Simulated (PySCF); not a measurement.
# Ionisation energy of Ga²⁺ by level of theory

Ga²⁺ [Ar] 3d10 4s1 (2S) → Ga³⁺ [Ar] 3d10 (1S), as a difference of total energies. All numbers are calculated (PySCF 2.14, scalar relativity through the core potential, in aug-cc-pVTZ-PP with one added diffuse shell each of s, d, f type with ECP10MDF (7s5p5d3f, 68 functions)). The calculations carry no spin-orbit coupling.

```tsv
method	ionisation energy (eV)
UHF	29.630
LDA	31.862
PBE	31.473
PBE0	31.107
CAM-B3LYP	31.517
wB97X-V	30.788
```

Q: Estimate what BP86 gives.

A: 31.500 eV, closest to CAM-B3LYP among the rows shown.

Q: Estimate what r2SCAN gives.

A: 31.298 eV, closest to PBE among the rows shown.

For comparison: 30.726 eV (measured; NIST Atomic Spectra Database, ionization energies).
